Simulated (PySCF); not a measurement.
Cartesian coordinates in Å; atom numbers follow the order of the lines, from 1:
```xyz
19

C     2.2165   -1.4276    0.7490
N     1.6778   -0.9918   -0.5180
Si    0.8467    0.4969   -0.7545
C    -0.6219    0.5693    0.4513
Si   -1.6659    2.1353    0.1682
Si   -1.6611   -1.0084    0.4061
F    -2.8822   -0.8309    1.4554
H     1.5521   -1.1056    1.5469
H     3.2138   -1.0176    0.9452
H     2.2819   -2.5176    0.7728
H     2.2475   -1.3172   -1.2838
H     1.6693    1.7061   -0.5487
H     0.4217    0.4183   -2.1535
H    -0.2122    0.6587    1.4621
H    -0.8214    3.3211    0.3536
H    -2.7707    2.2061    1.1255
H    -2.1941    2.1348   -1.1985
H    -0.9807   -2.1932    0.9136
H    -2.3270   -1.2274   -0.8699
```

Geometry: GFN2-xTB; GIAO shifts from PySCF 2.14.0 with density-fitted response routines, gas phase, non-relativistic, averaged over equivalent atoms.

At PBE0/pcSseg-1 (200 basis functions, about 90 core-seconds):
```json
{"atoms": "C1", "δ (ppm)": "30.8"}
{"atoms": "C4", "δ (ppm)": "-6.4"}
{"atoms": "N2", "δ (ppm)": "20.5"}
{"atoms": "Si6", "δ (ppm)": "6.4"}
{"atoms": "Si3", "δ (ppm)": "-35.3"}
{"atoms": "Si5", "δ (ppm)": "-79.8"}
{"atoms": "F7", "δ (ppm)": "-211.9"}
{"atoms": "H18", "δ (ppm)": "5.41"}
{"atoms": "H19", "δ (ppm)": "5.19"}
{"atoms": "H12", "δ (ppm)": "5.06"}
{"atoms": "H13", "δ (ppm)": "4.63"}
{"atoms": "H15/H16/H17", "δ (ppm)": "4.09"}
{"atoms": "H8/H9/H10", "δ (ppm)": "2.69"}
{"atoms": "H14", "δ (ppm)": "0.54"}
{"atoms": "H11", "δ (ppm)": "-0.17"}
```

References, each an isolated molecule treated in the same way: $^{13}$C (σ = 186.93 ppm) and $^{29}$Si (σ = 349.16 ppm) and $^{1}$H (σ = 31.72 ppm) against TMS; $^{15}$N (σ = 267.73 ppm) vs NH3; CFCl3 for $^{19}$F (σ = 170.95 ppm).

Q: What do these become at HSE06/pcSseg-1?

A: 
| atoms | δ at HSE06/pcSseg-1 | change |
| --- | --- | --- |
| C1 | 30.8 | +0.0 |
| C4 | -6.1 | +0.3 |
| N2 | 21.0 | +0.5 |
| Si6 | 5.9 | -0.5 |
| Si3 | -35.6 | -0.3 |
| Si5 | -80.0 | -0.2 |
| F7 | -213.4 | -1.5 |
| H18 | 5.41 | +0.00 |
| H19 | 5.19 | +0.00 |
| H12 | 5.07 | +0.01 |
| H13 | 4.63 | +0.00 |
| H15/H16/H17 | 4.09 | +0.00 |
| H8/H9/H10 | 2.69 | +0.00 |
| H14 | 0.55 | +0.01 |
| H11 | -0.17 | +0.00 |

Scale: TMS for $^{13}$C (σ = 186.23 ppm), $^{29}$Si (σ = 346.40 ppm), $^{1}$H (σ = 31.72 ppm); NH3 for $^{15}$N (σ = 267.30 ppm); CFCl3 for $^{19}$F (σ = 168.94 ppm) (reference shieldings calculated alike).

The largest change is at F7 (fluorine bonded to Si). Cost: 200 basis functions, of the order of 2.8 core-minutes.

Unscaled 19F shifts against computed CFCl3 carry errors that often reach 10 to 50 ppm. Experimental scales use liquid or dissolved standards, which lie at an offset from isolated NH3 (liquid NH3: subtract about 20 ppm).
